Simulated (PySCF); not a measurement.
A calculated (PBE, PySCF 2.14, aug-cc-pVDZ-DK, the spin-free X2C one-electron Hamiltonian (Gaussian nucleus)) atom or ion has these occupied shells.

```csv
shell,electrons,orbital energy (eV),"rms radius, mean of both spins (bohr)"
1s β,1,-4860.1,0.0804
1s α,1,-4860.1,0.0804
2s α,1,-530.66,0.353
2s β,1,-530.03,0.353
2p α,3,-438.07,0.321
2p β,3,-437.57,0.321
3s α,1,-57.939,1.09
3s β,1,-55.555,1.09
3p α,3,-34.439,1.20
3p β,3,-32.012,1.20
3d α,4,-1.332,2.87
```

Question: Name the element and its charge.

Answer: Ti (titanium, neutral), in [Ar] 3d4, high-spin 5D determinant (an excited configuration).
